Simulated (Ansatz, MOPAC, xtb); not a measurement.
The molecule NbF, multiplicity 5 (lowest of 2S+1 = 1, 3, 5, 7 at CCSD(T)/def2-TZVPP on PBE0 minima; our sources give no spin for the ground state, which may be another). No spin–orbit coupling.

Constants: fifth-degree fit in 1/R to seven points, most abundant isotopes. In def2 and cc sets the state is the lowest found near the PBE0 minimum, followed along R.

The values were computed with Ansatz (a quantum-chemistry and plane-wave program) with Gaussian orbitals; MOPAC for PM6, PM7 (differences of heats of formation); xtb for the GFN methods.  In def2 rows elements past Kr take small-core potentials, without spin–orbit coupling. The GFN methods have no spin term and hold the electronic entropy of 300 K.

```csv
level,r_e (Å),ω_e (cm⁻¹),α_e (cm⁻¹),ω_e x_e (cm⁻¹),dipole (D)
PM6,1.901,802,0.0014,3.2,-
PM7,1.802,858,0.0015,3.1,-
GFN1-xTB,1.889,401,0.0039,2.7,-
SVWN5/def2-TZVPP,1.847,693,0.0019,3.1,2.22
PBE/def2-TZVPP,1.878,650,0.0019,3.0,2.41
r2SCAN/def2-TZVPP,1.876,657,0.0019,3.0,2.66
B97M-V/def2-TZVPP,1.883,648,0.0019,3.0,2.44
B3LYP/def2-TZVPP,1.886,647,0.0019,2.9,2.77
PBE0/def2-TZVPP,1.872,661,0.0019,3.0,2.75
BHLYP/def2-TZVPP,1.885,651,0.0018,2.9,3.08
CAM-B3LYP/def2-TZVPP,1.881,654,0.0018,2.9,2.80
wB97X-V/def2-TZVPP,1.881,651,0.0018,2.9,2.70
wB97M-V/def2-TZVPP,1.883,648,0.0018,2.9,2.80
B2PLYP/def2-TZVPP,1.884,653,0.0018,2.9,-
CCSD/def2-TZVPP,1.885,658,0.0018,2.8,-
CCSD/def2-QZVPP,1.885,650,0.0018,2.9,-
CCSD(T)/def2-TZVPP,1.883,662,0.0018,2.8,-
CCSD(T)/def2-QZVPP,1.883,654,0.0018,2.9,-
"CCSD(T)/CBS(def2-TZVPP, def2-QZVPP)",1.882,651,0.0018,3.0,-
```

Correlated levels freeze the inner cores; with def2 sets outer-core shells near the valence are correlated too. CBS: X⁻³ extrapolation of the correlation energy, Hartree–Fock from the larger set. The state that PM6, PM7 reach isn't checked; PM7 holds dispersion and hydrogen-bond terms.
